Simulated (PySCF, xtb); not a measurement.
In(Cl)(vinyl)2 (C4H6ClIn), SMILES C=[CH][In]([Cl])[CH]=C. One conformer was computed; it need not be the lowest.

Harmonic wavenumbers (cm⁻¹) from GFN2-xTB (xtb 6.7.1) at its own minimum, in rising order: 37, 47, 66, 70, 93, 196, 243, 285, 372, 388, 406, 445, 900, 903, 940, 951, 998, 1002, 1163, 1182, 1381, 1390, 1635, 1640, 2959, 2994, 3002, 3007, 3019, 3048.

Problem. What does PBE-D3(BJ)/def2-SVP (PySCF) give at its own minimum? (Estimate from the structure and the level; the computed values follow.)

Solution. 43, 58, 79, 92, 138, 233, 282, 335, 418, 460, 467, 520, 942, 949, 956, 957, 1000, 1005, 1191, 1200, 1359, 1367, 1594, 1602, 3031, 3034, 3082, 3085, 3123, 3128. Paired by order, the mean absolute difference is 40 cm⁻¹ and the zero-point energies are 49.7 and 51.1 kcal/mol.
